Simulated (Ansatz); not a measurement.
System: SiOBr, charge 0, multiplicity 2. SMILES: [Si](Br)=O
Geometry: optimised at B3LYP-D3(BJ)/def2-TZVP (Ansatz, an electronic-structure program).

Quantity: vertical electron affinity to the singlet, in eV. Terms: 6-31G* and kin with 6d, 5d where marked; LANL2DZ with its own core potentials from Na on; non-relativistic; no dispersion term unless named; no spin-orbit coupling; UHF or UKS for open shells; each state is the SCF solution reached for its charge and spin. Ab initio and DFT rows: single points at B3LYP-D3(BJ) geometries (Ansatz). Anions need diffuse functions, which STO-3G, LANL2DZ, def2-SVP, cc-pVDZ and Pople sets without + lack.

| level | program | vertical electron affinity to the singlet (eV) |
|---|---|---|
| B3LYP/STO-3G | Ansatz | -2.79 |
| B3LYP/3-21G | Ansatz | 2.13 |
| B3LYP/6-31G* | Ansatz | 2.45 |
| B3LYP/6-31G* with LANL2DZ past Ar | Ansatz | 2.43 |
| B3LYP/def2-TZVPD | Ansatz | 2.75 |

No value to compare with is used here. The 4 habitual levels span -2.79 (B3LYP/STO-3G) to 2.45 eV (B3LYP/6-31G*); B3LYP/def2-TZVPD gives 2.75.

The sets are all those run for this method; left out are runs that failed, that the program found above a lower state of the same kind, or whose <S^2> lies over 0.5 above the pure value.
